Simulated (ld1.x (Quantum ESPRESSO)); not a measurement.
## What one change does to a pseudopotential (iron, TM)

* Element: iron (Fe)
* Generator: ld1.x (Quantum ESPRESSO) 7.5
* Type: norm-conserving Troullier–Martins (Kleinman–Bylander form)
* Functional: revPBE
* Relativity: scalar-relativistic
* Frozen core: [Ar]
* Valence charge: 8
* Reference configuration: 3d7 4s1 4p0
* Partial waves: 4p (bound, empty): rc 3.50 bohr; 3d (bound): rc 1.05 bohr; 4s (bound): rc 2.25 bohr
* Local potential: the s channel
* Core correction: none

Change: all radii scaled by about 1.36 (s 3.06, p 4.78, d 1.44 bohr).

Cutoffs: the cutoffs (Ry, on a coarse ladder) from which the occupation-weighted sum of valence levels, in a spherical-Bessel basis at the reference potential, stays within 10 and 1 mRy of its value at 400 Ry; they do not see the model core or the augmentation charge, which bear on the density cutoff. Errors are all-electron minus pseudo energies relative to the spin-unpolarised reference configuration.

Question: Predict the effect on cutoff, ghosts and configuration errors.

Answer: The potential gets softer (180 Ry and 260 Ry → 110 Ry and 180 Ry); the number of tests with a reliable result goes from 7 to 6; of the 6 tests that both files solve, the error grows in 2 and shrinks in 4 by more than 15 % and 0.3 meV (median size 209.0 → 168.8 meV); neither file shows a bound ghost. A larger radius leaves more room for a smooth pseudo-wave, so fewer plane waves are needed.

| quantity | base | changed |
| --- | --- | --- |
| cutoff, loose | 180 Ry | 110 Ry |
| cutoff, tight | 260 Ry | 180 Ry |
| loose cutoff by channel (10 mRy a level) | d 160 Ry, s 6 Ry | d 100 Ry, s 6 Ry |
| bound ghosts | none | none |
| tests with a reliable result | 7 of 7 | 6 of 7 |
| error for 3d6 4s2 4p0, meV [ΔE 0.80 eV] | -243 | -155 |
| error for 3d6 4s1 4p0, meV [ΔE 9.44 eV] | -191 | -138 |
| error for 3d6 4s0 4p0, meV [ΔE 25.48 eV] | -88 | -157 |
| error for 3d6 4s0 4p1, meV [ΔE 14.46 eV] | -175 | -205 |
| error for 3d6 4s1 4p1, meV [ΔE 4.88 eV] | -227 | -181 |
| error for 3d5 4s2 4p0, meV [ΔE 14.95 eV] | -1206 | -624 |
